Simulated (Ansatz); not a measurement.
`[SiH3][GeH3]` + Cl• → `[SiH2][GeH3]`• + HCl  (hydrogen abstraction from the Si–H bond)

Isolated molecules relaxed with PBE0-D4/def2-TZVP in Ansatz; ΔE leaves out vibrations. CBS: MP2 limit from def2 TZ/QZ plus the TZ coupled-cluster correction, frozen cores. This one scheme is used for every species, atoms too. Functionals use def2-TZVPP. Open shells (•) are unrestricted, without spin–orbit coupling. Spin–orbit coupling would lower the free atoms: a little for Cl. Bonds to Ge are less sure, by a few kJ/mol each and by 10 to 20 or more in all where they break to atoms, as the def2 sets lack core-valence functions. Scalar relativity is left out up to krypton.

| level | ΔE (kJ/mol) |
| --- | --- |
| r2SCAN0-D4 | -61.6 |
| HF/def2-SVP | -8.1 |
| CCSD/def2-SVP | -34.7 |
| SCS-MP2/def2-QZVPP | -49.8 |

Task: What does CCSD(T)/CBS give? (Best estimate.)

Result: Ansatz gave: -54.3 kJ/mol. The listed levels differ from it by -7.3, 46.2, 19.6, 4.5 kJ/mol.

Largest T1 diagnostic among the species: 0.013.

From BLYP to BHLYP (50 % exact exchange), in def2-TZVPP and without D4, ΔE moves by +18.7 kJ/mol. In def2-TZVPP, CCSD(T) changes the Hartree–Fock value by −36.6 kJ/mol (the triples alone add −4.9 kJ/mol) and MP2 by −47.8 kJ/mol.

CCSD(T)/CBS has its own doubt, a few kJ/mol and more with outer-core shells, so smaller differences from it don't rank the levels.
